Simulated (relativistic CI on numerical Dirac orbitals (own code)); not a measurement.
## Ti²⁺ in a cubic cluster: L2,3 absorption with charge transfer

Computed with a charge-transfer multiplet model of a cubic metal-ligand cluster with up to one ligand hole, Slater and spin-orbit integrals from Dirac-Coulomb-Breit ions, Slater integrals scaled by 0.7. The ground state mixes d2 with configurations of k ligand holes L, whose averages lie at kΔ + k(k − 1)U_dd/2; a core hole lowers each added d electron by U_cd. 20 K, Lorentzian 0.4 eV and Gaussian 0.3 eV FWHM.

Atomic integrals in eV (Slater integrals scaled, ζ unscaled), ground: F2dd 5.756, F4dd 3.579, zeta_d 0.013; with the core hole: F2dd 6.408, F4dd 3.990, zeta_d 0.022, zeta_core 3.746, F2cd 3.430, G1cd 2.435, G3cd 1.380.

Cluster parameters (eV): U_dd = 5.3, U_cd = 6.8, 10Dq = 0.6, 10Dq(ligand) = 0.4, V(eg) = 2.2, V(t2g) = -1.11, final-state hopping factor = 1.

```csv
Case,n_d,d2,d3L,S
Δ = 6.4 eV,2.23,0.77,0.23,1.00
Δ = 8.4 eV,2.17,0.83,0.17,1.00
Δ = 10.4 eV,2.14,0.86,0.14,1.00
```

Weights, n_d and S are thermal averages at 20 K. Photon energies count from the first peak over 30 % of the highest in each spectrum, which can be another peak from case to case. The parameters are a model scan and need not match a compound or its usual spin state. Peaks in eV (height, largest 100):
- Δ = 6.4 eV: -2.4 (8), 0.0 (100), 3.0 (16), 4.9 (41), 5.6 (43), 6.1 (48)
- Δ = 8.4 eV: -2.4 (8), 0.0 (100), 3.0 (16), 4.9 (40), 6.1 (50)
- Δ = 10.4 eV: -2.3 (8), 0.0 (100), 3.1 (16), 5.0 (39), 6.2 (51)

For the case Δ = 8.4 eV, Δ = 8.4 eV is larger than U_dd = 5.3 eV, the Mott-Hubbard side of the Zaanen-Sawatzky-Allen scheme. With the core hole the configuration with one ligand hole lies at Δ + U_dd − U_cd = 4.9, 6.9, 8.9 eV from the one without, in the order of the table; where this is negative the screened configuration lies lower, though the effective hopping of about 4.8 eV (from the holes of the mixed ground state) mixes the two strongly wherever it is as large as the gap.

With at most 1 ligand hole the space is cut while the next configuration still counts, so covalency is underestimated, and a final configuration with one more ligand hole, which can lie low, is missing from the spectra.
